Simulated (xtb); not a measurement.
tert-butylarsine (C4H11As), SMILES C(C)(C)([AsH2])C. All values are semi-empirical tight-binding results from xtb (GFN2-xTB unless named), good for trends rather than for accurate numbers. The structure is a stationary point at GFN2-xTB.

Computed properties:
```
Item                                             Result
----------------------------------------  -------------
point group as xtb finds it                          Cs
orbital gap                                     5.89 eV
zero-point energy                         84.0 kcal/mol
G − E(el) at 298.15 K (modified RRHO)     64.1 kcal/mol
static polarisability (D4 model)             81.8 bohr³
solvation energy, GFN2-xTB/ALPB(water)    -0.9 kcal/mol
solvation energy, GFN2-xTB/ALPB(acetone)  -5.4 kcal/mol
```
